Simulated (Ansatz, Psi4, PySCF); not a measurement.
H3O (SMILES [OH3+]), charge +1, singlet, geometry from GFN2-xTB. Base run: WB97X/def2-SVP (PySCF).

Geometry (Å):
```xyz
4

O      0.0709     0.0029     0.0313
H     -0.0251     0.8050    -0.5298
H      0.0274    -0.8247    -0.4985
H     -0.5698    -0.0034     0.7777
```
Charge +1, spin multiplicity 1.
All else is at PySCF's defaults.

The same geometry, method and basis name were run in Ansatz (an electronic-structure program) and Psi4 and PySCF, at each program's defaults and at the settings that a row names. The base is PySCF at its defaults. Differences at the defaults can come from grids, fitting, cores and function types together.

```csv
code and settings,ΔE vs base (mEh),basis functions,E (Eh),SCF cycles
"PySCF, defaults (exact integrals, its default grid, spherical functions)",0.000,29,-76.62343,7
"Psi4, defaults (density fitting with its default set, its default grid, spherical functions)",-0.045,29,-76.62347,7
"Ansatz, defaults (factorised integrals, its default grid, spherical functions)",0.000,29,-76.62343,-
"PySCF, density fitting with def2-universal-jkfit",-0.028,29,-76.62346,7
"PySCF, fine grid",-0.001,29,-76.62343,7
"Psi4, exact integrals, spherical functions, fine grid",-0.001,29,-76.62343,9
"Ansatz, high accuracy",-0.001,29,-76.62343,-
```
